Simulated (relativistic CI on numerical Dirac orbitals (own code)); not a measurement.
# Sc XVIII: q coefficients and field-shift factors

These numbers are calculated, not measured: Dirac-Coulomb-Breit CI, orbitals from a KLI potential per configuration, derivatives by finite differences, unscaled Slater integrals, QED left out (own radial code, finite nucleus).

CI space (outside the closed core 1s2): 2s2, 2s 2p, 2p2, 2p 3s, 2p 3p, 2s 3s, 2s 3p, 2s 3d. Levels of other configurations are missing.

With x = (α/α₀)² − 1 an excitation energy changes as ω = ω₀ + qx; K = 2q/ω₀ is the relative enhancement. Terms are leading LS components, so labels can repeat. The field-shift factor is F = δν/δ⟨r²⟩ for the transition from the lowest level.

Lowest level 2s2 1S_0.

```csv
Level,ω₀ (cm⁻¹),q (cm⁻¹),F (GHz/fm²)
2s 2p 3P°_0,275960,6894,-34.2
2s 2p 3P°_1,289633,18940,-34.2
2s 2p 3P°_2,323733,55260,-34.2
2s 2p 1P°_1,568612,44630,-35.7
2p2 3P_0,738767,38920,-72.2
2p2 3P_1,761113,67090,-72.3
2p2 3P_2,785013,84110,-72.4
2p2 1D_2,867215,96610,-72.3
2p2 1S_0,1051226,92980,-69.2
2s 3s 3S_1,5561939,40360,-20.5
2s 3s 1S_0,5615190,41790,-21.1
2s 3p 3P°_1,5696064,44330,-31.2
2s 3p 3P°_0,5696792,42880,-30.4
2s 3p 1P°_1,5707528,56720,-31.8
2s 3p 3P°_2,5710587,56820,-30.4
2s 3d 3D_1,5775546,56500,-30.6
2s 3d 3D_2,5777292,58170,-30.5
2s 3d 3D_3,5780160,61010,-30.4
2s 3d 1D_2,5833118,59300,-30.5
2p 3s 3P°_0,5910739,49810,-58.3
2p 3s 3P°_1,5920777,55580,-57.9
2p 3s 3P°_2,5960556,100300,-58.3
2p 3p 3D_1,5994024,53950,-68.4
```

At this charge energies of transitions that change n are usually good to better than 1 %, and those within a shell (Δn = 0) to a few per cent.

Task: Which transition from the lowest level has the largest |K|?

Result: 2s 2p 3P°_2 at 323733 cm⁻¹, K = 0.341.
